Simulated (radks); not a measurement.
The numbers below are computed, except where a source is named.
Valence configurations of the chromium ion Cr+ (all share [Ar]). Level of theory: non-relativistic Kohn-Sham, PBE, spin-polarised, spherical densities, point nucleus; open shells are filled with parallel spins first (a radial shooting solver on a logarithmic mesh with Libxc functionals). Energies are relative to 3d5; eigenvalues in eV for spin up.

\begin{tabular}{lrrrrr}
valence & E (eV) & moment (Bohr magnetons) & e(3d) & e(4p) & e(4s) \\ \hline
3d5 & 0.000 & 5 & -10.990 & - & - \\
3d4.5 4s0.5 & 0.639 & 5 & -12.973 & - & -11.090 \\
3d4.5 4p0.5 & 2.756 & 5 & -13.571 & -7.195 & - \\
3d4 4p1 & 6.407 & 5 & -16.391 & -8.132 & - \\
3d3 4s2 & 8.439 & 3 & -20.320 & - & -13.246 \\
3d3 4s1 4p1 & 11.731 & 5 & -21.477 & -9.420 & -14.449 \\
3d3 4p2 & 16.780 & 5 & -22.581 & -9.964 & - \\
3d2 4s2 4p1 & 22.875 & 3 & -27.369 & -10.344 & -15.788 \\
3d1.5 4s2 4p1.5 & 32.071 & 3 & -31.046 & -11.262 & -16.987 \\
3d0.5 4s2 4p2.5 & 54.754 & 3 & -38.653 & -13.002 & -19.275 \\
\end{tabular}

NIST lists [Ar] 3d5 as the ground configuration; this level of theory agrees among the configurations tried. The energies are those of spherical high-spin densities, not of single terms.
